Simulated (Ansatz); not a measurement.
H$_{3}$AlF$_{2}$O$_{2}$Si, singlet, geometry from GFN2-xTB (such geometries of metal compounds can be far from the true shape); CASSCF(2,2)/STO-3G (Ansatz, a first-principles code).

Input for Ansatz:
Ansatz 0.2 input:
```yaml
crystal:
  periodic: [false, false, false]
  atoms:
    - {symbol: Si, position_ang: [-1.14047489, -0.33044067, 0.00852418]}
    - {symbol: F, position_ang: [-1.84598377, 0.46358470, 1.21998799]}
    - {symbol: F, position_ang: [-1.84240050, 0.40073524, -1.24386076]}
    - {symbol: Al, position_ang: [1.24152958, -0.07198253, -0.00086790]}
    - {symbol: O, position_ang: [1.97262094, -1.53250030, 0.20593159]}
    - {symbol: O, position_ang: [1.81660105, 1.45614753, -0.19861870]}
    - {symbol: H, position_ang: [-1.84357252, -1.61308864, 0.03899155]}
    - {symbol: H, position_ang: [2.44626289, -2.34345190, 0.32465140]}
    - {symbol: H, position_ang: [2.10575632, 2.35042523, -0.31534706]}
basis:
  gaussian:
    orbitals: STO-3G
hamiltonian:
  xc: hf
magnetization: {spin_polarized: false}
correlation: {active_space: {window: {electrons: 2, orbitals: 2}}}
```

Output, abridged:

```
Functional definition: HF
514 factors; integrals over basis functions are off by at most 7.9e-5 eV
mean field evaluation 1: about -23672.7966 eV, gradient 3.8e1 eV
mean field evaluation 2: about -23672.8888 eV, gradient 3.9e1 eV
mean field evaluation 4: about -23678.6496 eV, gradient 1.8e0 eV
mean field evaluation 8: about -23678.6687 eV, gradient 4.2e-5 eV
mean field -23678.66873415 eV, -870.1750260017 hartree, gradient 1.6e-6 eV, S^2 0.000000; 0 other end points of the search recorded, 0 dependent functions left out
reference -23678.66873415 eV, -870.1750260017 hartree; 32, 32 occupied and 9, 9 virtual orbitals, 514 factors
state -23679.09712409 eV, -870.1907690416 hartree
Total energy: -23679.09712409 eV, -870.1907690416 hartree
```
